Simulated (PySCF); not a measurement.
Compound: C₇H₁₁N.
Cartesian coordinates in Å at the GFN2-xTB level; atoms count from 1:
```
atom  x, y, z in Å
C1    -1.2224    1.9505    0.0421
C2    -0.7519    0.7824    0.4729
C3    -0.5860    0.5575    1.8618
N4    -0.4448    0.3659    2.9835
C5    -0.3752   -0.3688   -0.4257
C6    -1.2867   -1.5636   -0.1349
C7     1.0982   -0.7488   -0.2267
C8     2.0414    0.3941   -0.5820
H9    -1.4877    2.7445    0.7204
H10   -1.3548    2.1441   -1.0095
H11   -0.5212   -0.0516   -1.4643
H12   -2.3308   -1.2921   -0.2794
H13   -1.0472   -2.3884   -0.8024
H14   -1.1560   -1.8997    0.8921
H15    1.2570   -1.0434    0.8134
H16    1.3205   -1.6133   -0.8561
H17    3.0758    0.0789   -0.4705
H18    1.8737    1.2492    0.0694
H19    1.8883    0.7119   -1.6115
```

The calculation used PBE0/def2-SVPD in PySCF (dipole) on a GFN2-xTB geometry, gas phase.

Take the most abundant isotopes and a rigid rotor. The values belong to one conformer with, in the numbering `[CH2:1]=[C:2]([C:3]#[N:4])[C@H:5]([CH3:6])[CH2:7][CH3:8]`, C1–C2–C5–C6 -117°, C2–C5–C7–C8 -62°.

Task: Give the principal moments of inertia and the rotational constants in GHz.

Result: Ia = 223.51, Ib = 313.84, Ic = 332.25 u·Å²; 505379 MHz·u·Å²/I gives 2261, 1610 and 1521 MHz, that is A = 2.2611, B = 1.6103, C = 1.5211 GHz.

Task: What kind of rotor is it?

Result: An asymmetric top. Ray's parameter κ = (2B − A − C)/(A − C) = -0.759; −1 is the prolate and +1 the oblate limit.

Task: Is it planar, by Δ = Ic − Ia − Ib?

Result: Not planar: Δ = Ic − Ia − Ib = -205.11 u·Å². For a rigid frame Δ = −2 Σ m c², so Σ m c² = 102.55 u·Å² lies off the ab plane: 19.56 from hydrogen and 82.99 from heavier atoms. The atom farthest from that plane is 2.70 Å away.

Task: Give the other two planar moments, Paa and Pbb, and the rms extents of the mass along the axes.

Result: Paa = Σ m a² = (Ib + Ic − Ia)/2 = 211.28 and Pbb = Σ m b² = (Ia + Ic − Ib)/2 = 120.96 u·Å². With the mass M = 109.09 u, the rms extents √(P/M) along a, b and c are 1.39, 1.05, 0.97 Å.

Task: Predict some low-J microwave lines.

Result: The dipole components are |μa| = 2.62 D, |μb| = 0.61 D, |μc| = 2.87 D. The squared components, which scale the intensities, stand as 0.84 : 0.05 : 1.00 (a : b : c). Some of the stronger lines:

```tsv
type	branch	J(Ka,Kc)	MHz	lower level (cm⁻¹)
c	Q	3(1,3) ← 3(0,3)	465	0.625
a	Q	4(1,3) ← 4(1,4)	889	1.052
a	Q	5(1,4) ← 5(1,5)	1324	1.566
c	Q	3(2,2) ← 3(1,2)	1824	0.659
c	Q	2(2,1) ← 2(1,1)	1952	0.341
a	R	1(0,1) ← 0(0,0)	3131	0.000
c	Q	3(3,1) ← 3(2,1)	3440	0.721
c	Q	4(4,1) ← 4(3,1)	4850	1.254
a	R	2(0,2) ← 1(0,1)	6254	0.104
c	R	2(1,1) ← 1(0,1)	7092	0.104
a	R	3(1,3) ← 2(1,2)	9255	0.332
a	R	4(1,4) ← 3(1,3)	12332	0.641
a	R	4(3,2) ← 3(3,1)	12541	0.836
a	R	4(3,1) ← 3(3,0)	12544	0.836
c	R	3(3,1) ← 2(2,1)	12876	0.406
a	R	5(2,4) ← 4(2,3)	15638	1.137
a	R	5(4,2) ← 4(4,1)	15676	1.416
a	R	5(4,1) ← 4(4,0)	15676	1.416
a	R	5(3,3) ← 4(3,2)	15682	1.254
a	R	5(3,2) ← 4(3,1)	15692	1.254
c	R	4(3,1) ← 3(2,1)	15985	0.721
c	R	4(4,1) ← 3(3,1)	17395	0.836
c	R	5(2,4) ← 4(1,4)	18184	1.052
c	R	5(5,1) ← 4(4,1)	21917	1.416
```

Task: Estimate the classical rotational partition function at 10 K, 100 K and 298.15 K.

Result: Point group C1, symmetry number σ = 1; q = (√π/σ)·√((kT/h)³/(ABC)), k/h = 20836.6 MHz/K: 2270 at 10 K, 71600 at 100 K, 369000 at 298.15 K.

Not checked by GFN2-xTB frequencies. No vibrational averaging or centrifugal distortion is included, and the geometry carries the error of its method. A rigid rotor knows nothing of internal rotation, which can split or shift real lines. Quadrupole hyperfine structure (14N) is left out.

Time: 45 s of wall time; peak memory 0.96 GiB. Hardware: an Intel Xeon Platinum 8488C with one thread (shared host). This is the PBE0/def2-SVPD job that gave the dipole, with the excitations it also computed.
